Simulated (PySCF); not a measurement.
# How methods differ on the ionisation energy of Ge²⁰⁺

Ge²⁰⁺ [Ne] 3s2 (1S) → Ge²¹⁺ [Ne] 3s1 (2S), as a difference of total energies. Computed with PySCF 2.14 in an uncontracted even-tempered set (16 s from 2.1 bohr⁻², ratio 2.5; 10 p from 2.7 bohr⁻², ratio 2.5; 5 d from 10 bohr⁻², ratio 2.7; 4 f from 16 bohr⁻², ratio 2.7), with no relativity, point nucleus. Correlated levels: outer shells: 1s2 frozen; virtual orbitals above 40 to 60 times the deepest correlated orbital energy dropped. The calculations carry no spin-orbit coupling.

```json
{"method": "UHF", "ionisation energy (eV)": "822.59"}
{"method": "LDA", "ionisation energy (eV)": "825.76"}
{"method": "PBE", "ionisation energy (eV)": "826.34"}
{"method": "PBE0", "ionisation energy (eV)": "825.69"}
{"method": "r2SCAN", "ionisation energy (eV)": "823.20"}
{"method": "M06-L", "ionisation energy (eV)": "823.92"}
{"method": "SCS-MP2 (outer shells)", "ionisation energy (eV)": "825.65"}
```

Estimate what B2PLYP gives.

825.57 eV, closest to SCS-MP2 (outer shells) among the rows shown.

Estimate what MP2 (outer shells) gives.

825.33 eV, closest to SCS-MP2 (outer shells) among the rows shown.

The gap to the reference is mostly relativistic.

For comparison: 837.1 ± 1 eV (semi-empirical (NIST evaluation); NIST Atomic Spectra Database, ionization energies).
